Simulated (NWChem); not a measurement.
Species: SiHOIF2; SMILES F[Si](I)(O)F

```xyz
6

O     -1.6145     1.6229    -0.0090
Si    -0.0487     1.1759    -0.0005
F      0.7143     1.7763     1.2794
F      0.7284     1.7750    -1.2724
I      0.0798    -1.2126     0.0005
H     -1.8223     2.5639    -0.0032
```
Atoms are numbered in this order, from 1.

Program: NWChem. STO-3G and 3-21G are far too small for this property and stand as cheap habits. Coordinates come from a PBE0/def2-SVP optimisation. def2 effective core potentials on I; no spin-orbit coupling. Field at 589 nm.

Order these runs by computing time, cheapest first, and give rough ratios: B3LYP/STO-3G (all-electron, non-relativistic); B3LYP/def2-SVPD (core potentials); B3LYP/def2-SVP (core potentials).

B3LYP/STO-3G (all-electron, non-relativistic) (1), B3LYP/def2-SVP (core potentials) (4), B3LYP/def2-SVPD (core potentials) (20). Ratios are rough, from one shared machine; the cheapest took about 14 core-seconds (a rough figure). What differs between the cheapest and the dearest: isotropic polarisability (bohr³) 21.8 → 62.7; anisotropy (bohr³) 28.0 → 21.3.
